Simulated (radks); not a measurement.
The numbers below are computed, except where a source is named.
Task: All-electron atom: Tb+ in [Xe] 4f9 6s1 (the NIST ground configuration). Code: a radial shooting solver on a logarithmic mesh with Libxc functionals. Model: Dirac Kohn-Sham, SOGGA, spin-unpolarised, spherical densities, point nucleus; open shells are shared between the two j in proportion to 2j + 1. Some entries of the table are withheld. Estimate them.

| orbital | occ. | eigenvalue (eV) | <r> (bohr) | r(max) (bohr) |
|---|---|---|---|---|
| 1s1/2 | 2 | -51790.64 | 0.02151 | 0.01364 |
| 2s1/2 | 2 | -8586.126 | 0.09098 | 0.07769 |
| 2p1/2 | 2 | -8160.042 | 0.07591 | 0.05860 |
| 2p3/2 | 4 | -7413.878 | 0.08285 | 0.06452 |
| 3s1/2 | 2 | -1908.907 | 0.2390 | 0.2200 |
| 3p1/2 | 2 | -1723.663 | 0.2287 | 0.2073 |
| 3p3/2 | 4 | -1569.645 | 0.2419 | 0.2198 |
| 3d3/2 | 4 | -1250.439 | 0.2141 | 0.1743 |
| 3d5/2 | 6 | -1216.827 | 0.2182 | 0.1778 |
| 4s1/2 | 2 | -382.8418 | 0.5415 | 0.5051 |
| 4p1/2 | 2 | -310.2954 | 0.5528 | 0.5089 |
| 4p3/2 | 4 | -275.9554 | 0.5831 | 0.5356 |
| 4d3/2 | 4 | -156.5058 | 0.6178 | 0.5421 |
| 4d5/2 | 6 | -150.3048 | 0.6286 | 0.5508 |
| 5s1/2 | 2 | -53.7690 | 1.327 | 1.183 |
| 5p1/2 | 2 | -34.2836 | 1.498 | 1.294 |
| 5p3/2 | 4 | -29.8854 | 1.601 | 1.376 |
| 4f5/2 | 3.85714 | (1) | 0.8919 | 0.5527 |
| 4f7/2 | 5.14286 | (2) | 0.9116 | 0.5580 |
| 6s1/2 | 1 | -8.5983 | 3.767 | 3.291 |
| 5d3/2 | 0 | -7.0122 | (3) | (4) |
| 5d5/2 | 0 | -6.7530 | (5) | (6) |
| 6p1/2 | 0 | -5.5265 | 4.706 | 4.081 |
| 6p3/2 | 0 | -5.1628 | 4.960 | 4.314 |

Result: 
(1) 4f5/2 eigenvalue (eV): -9.7562
(2) 4f7/2 eigenvalue (eV): -8.9703
(3) 5d3/2 <r> (bohr): 2.745
(4) 5d3/2 r(max) (bohr): 1.990
(5) 5d5/2 <r> (bohr): 2.827
(6) 5d5/2 r(max) (bohr): 2.046
